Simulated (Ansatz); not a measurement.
# Molecular dynamics of F5Ta

Input:

```yaml
crystal:
  periodic: [false, false, false]
  atoms:
    - { symbol: Ta, position_ang: [9.2e-05, 0.0, 0.0] }
    - { symbol: F, position_ang: [1.869771, 0.0, 0.0] }
    - { symbol: F, position_ang: [0.000121, 0.0, 1.89775] }
    - { symbol: F, position_ang: [0.000121, 0.0, -1.89775] }
    - { symbol: F, position_ang: [-0.935052, 1.618993, 0.0] }
    - { symbol: F, position_ang: [-0.935052, -1.618993, 0.0] }
basis:
  gaussian: { orbitals: def2-SVP }
hamiltonian:
  xc: pbe
md:
  timestep: 1.0
  n_steps: 500
  ensemble: nvt_langevin
  temperature: 1000.0
  initial_velocities: maxwell_boltzmann
  seed: 607924
  friction: 0.005
```

Command:

```bash
$ ansatz run input.yaml --threads 2 --pin off --max-ram 3072MiB --backend cpu --events-out ev --progress --plain --runs-dir out
```

It starts from a relaxed structure.

Output, in part (step lines, the closing report, with atoms numbered from 0):

```
md step     0: t =     0.00 fs  T =   833.3 K  F+E_penalty+E_count = -15123.26865347 eV  E_kin = 0.646300 eV  (27 SCF iters)
md step     1: t =     1.00 fs  T =   854.2 K  F+E_penalty+E_count = -15123.26440391 eV  E_kin = 0.662479 eV  (30 SCF iters)
md step     2: t =     2.00 fs  T =   859.0 K  F+E_penalty+E_count = -15123.25185746 eV  E_kin = 0.666201 eV  (30 SCF iters)
md step     3: t =     3.00 fs  T =   842.3 K  F+E_penalty+E_count = -15123.23088287 eV  E_kin = 0.653258 eV  (30 SCF iters)
md step     4: t =     4.00 fs  T =   808.0 K  F+E_penalty+E_count = -15123.20207908 eV  E_kin = 0.626681 eV  (30 SCF iters)
md step     5: t =     5.00 fs  T =   727.6 K  F+E_penalty+E_count = -15123.16938635 eV  E_kin = 0.564259 eV  (30 SCF iters)
md step     6: t =     6.00 fs  T =   681.6 K  F+E_penalty+E_count = -15123.13680715 eV  E_kin = 0.528607 eV  (30 SCF iters)
md step     7: t =     7.00 fs  T =   669.7 K  F+E_penalty+E_count = -15123.10451687 eV  E_kin = 0.519416 eV  (29 SCF iters)
[... lines left out ...]
md step   497: t =   497.00 fs  T =  1141.6 K  F+E_penalty+E_count = -15122.17459146 eV  E_kin = 0.885374 eV  (30 SCF iters)
md step   498: t =   498.00 fs  T =  1073.7 K  F+E_penalty+E_count = -15122.12179822 eV  E_kin = 0.832690 eV  (30 SCF iters)
md step   499: t =   499.00 fs  T =  1018.3 K  F+E_penalty+E_count = -15122.06814393 eV  E_kin = 0.789783 eV  (30 SCF iters)
md step   500: t =   500.00 fs  T =   976.9 K  F+E_penalty+E_count = -15122.01673467 eV  E_kin = 0.757643 eV  (29 SCF iters)
Total energy: -15122.01679903 eV, -555.7238672932 hartree
Atom 0 at    -0.359505    -0.524990    -0.253000 Å, force     4.332196     0.338385     4.470753 eV/Å
Atom 1 at     0.603178    -1.544372     1.100192 Å, force    -0.892699    -1.098984    -2.175610 eV/Å
Atom 2 at     0.064564     0.575751     1.314803 Å, force    -1.717327     0.039237    -0.193318 eV/Å
Atom 3 at     0.436907    -1.428158    -1.703326 Å, force    -0.112075     0.039794     0.265126 eV/Å
Atom 4 at     0.349321     1.085716    -0.822032 Å, force    -0.246830     0.657890    -2.279014 eV/Å
Atom 5 at    -2.119812    -1.032365    -0.378830 Å, force    -1.363264     0.023678    -0.087936 eV/Å
Dipole moment:    -0.440400    -0.112918    -0.368943 e Å
```

The steps, from the saved trajectory:

| time (fs) | T (K) | potential energy less start (eV) |
| --- | --- | --- |
| 0 | 833 | 0.000 |
| 16 | 602 | 0.209 |
| 32 | 439 | 0.337 |
| 48 | 677 | 0.171 |
| 64 | 761 | 0.306 |
| 80 | 686 | 0.231 |
| 96 | 591 | 0.333 |
| 112 | 749 | 0.458 |
| 128 | 880 | 0.396 |
| 144 | 525 | 0.411 |
| 160 | 542 | 0.313 |
| 176 | 792 | 0.328 |
| 192 | 861 | 0.435 |
| 208 | 903 | 0.491 |
| 224 | 957 | 0.480 |
| 240 | 1278 | 0.589 |
| 256 | 1504 | 0.593 |
| 272 | 861 | 1.085 |
| 288 | 1424 | 0.462 |
| 304 | 1005 | 0.611 |
| 320 | 723 | 0.482 |
| 336 | 744 | 0.455 |
| 352 | 1039 | 0.534 |
| 368 | 962 | 0.555 |
| 384 | 555 | 0.920 |
| 400 | 902 | 0.790 |
| 416 | 718 | 0.924 |
| 432 | 933 | 0.606 |
| 448 | 1349 | 0.419 |
| 464 | 726 | 0.846 |
| 480 | 1371 | 0.669 |
| 496 | 1250 | 1.042 |

The run went to its last step. A run of 0.5 ps of so small a system gives no equilibrium averages.

The same pairs are bonded in the first frame and the last. Pairs count as bonded within 1.25 times the sum of covalent radii (0.12 Å more for H–H).

Last frame:

```xyz
6
Properties=species:S:1:pos:R:3
Ta -0.359 -0.525 -0.253
F 0.603 -1.544 1.100
F 0.065 0.576 1.315
F 0.437 -1.428 -1.703
F 0.349 1.086 -0.822
F -2.120 -1.032 -0.379
```

The run took 27 min on 2 threads of Arm Neoverse N1 (shared host), peak memory 0.14 GiB.
